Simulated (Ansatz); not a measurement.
Isolated molecules relaxed with PBE0-D4/def2-TZVP in Ansatz; ΔE leaves out vibrations. CBS: MP2 limit from def2 TZ/QZ plus the TZ coupled-cluster correction, frozen cores. Functionals use def2-TZVPP. B3LYP here is the variant with VWN-RPA as its local correlation; programs differ in this. For Br outer-core shells are correlated without core-valence functions, which leaves a few kJ/mol of doubt a bond. Scalar relativity is left out up to krypton. One conformer a species, not always the lowest.

Reaction (redistribution): `CB(N)Br` + `C[SiH](O)P` → `CB(N)P` + `C[SiH](O)Br`

```
             level  ΔE (kJ/mol)
         r2SCAN-D4        -13.3
          B3LYP-D4        -14.1
           ωB97M-V        -14.6
            B2PLYP        -14.2
               PBE        -10.9
     HF/def2-TZVPP        -19.1
SCS-MP2/def2-TZVPP        -13.2
     MP2/CBS(def2)        -15.2
```

Problem. What does CCSD(T)/CBS give? (Estimate.)

Solution. Ansatz gave: -14.5 kJ/mol. The listed levels differ from it by 1.2, 0.4, -0.1, 0.3, 3.6, -4.6, 1.3, -0.7 kJ/mol.

Largest T1 diagnostic among the species: 0.013.

In def2-TZVPP, CCSD(T) changes the Hartree–Fock value by +7.3 kJ/mol (the triples alone add +1.1 kJ/mol) and MP2 by +6.7 kJ/mol.
